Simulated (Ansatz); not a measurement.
Total energies of `[AlH2][B]1CC1`.

Z-matrix (Å, degrees):
```
C
B 1 1.550
C 1 1.505 2 61.0
H 1 1.086 2 118.3 3 108.9
H 1 1.086 2 118.3 3 -108.9
Al 2 2.071 1 150.9 3 180.0
H 3 1.086 1 118.6 2 108.4
H 3 1.086 1 118.6 2 -108.4
H 6 1.592 2 120.6 1 -90.0
H 6 1.592 2 120.6 1 89.9
```

The species carries charge 0 and has multiplicity 1. All single points use the PBE0-D4/def2-TZVP geometry. Basis def2-TZVPP, Ansatz 0.2.0.

RPA on PBE orbitals: Hartree–Fock energy of these orbitals -345.75384 Eh, correlation -0.91101 Eh (frozen core).

```tsv
functional	energy without D4 (Eh)	D4 term (kJ/mol)
PBE	-346.76615	-15.6
revPBE	-346.98062	-48.8
BLYP	-347.00467	-34.6
r2SCAN	-346.96516	-3.8
B97M-V	-347.02855	–
PBE0	-346.81129	-13.2
B3LYP	-347.09740	-25.3
r2SCANh	-346.96012	-4.1
HSE06 (plane-wave form)	-346.79794	-12.3
CAM-B3LYP	-346.99982	-13.4
ωB97X-V	-346.99557	–
ωB97M-V	-346.98194	–
B2PLYP	-346.83805	–
PBE-QIDH	-346.70266	–
```

Task: Give the same for LDA (SPW92), r2SCAN0, BHLYP, LC-ωPBE. (An estimate is asked.)

Result: Computed: 
```json
{"functional": "LDA (SPW92)", "energy without D4 (Eh)": "-344.95658", "D4 term (kJ/mol)": "–"}
{"functional": "r2SCAN0", "energy without D4 (Eh)": "-346.95336", "D4 term (kJ/mol)": "-4.5"}
{"functional": "BHLYP", "energy without D4 (Eh)": "-347.00025", "D4 term (kJ/mol)": "-19.4"}
{"functional": "LC-ωPBE", "energy without D4 (Eh)": "-346.90543", "D4 term (kJ/mol)": "–"}
```

B3LYP takes the VWN-RPA correlation (the form of Gaussian; ORCA's B3LYP/G). HSE06 is the plane-wave form, built on full-range PBE exchange. The double hybrids freeze the cores in their second-order part.

LC-ωPBE has ω = 0.4 bohr⁻¹.
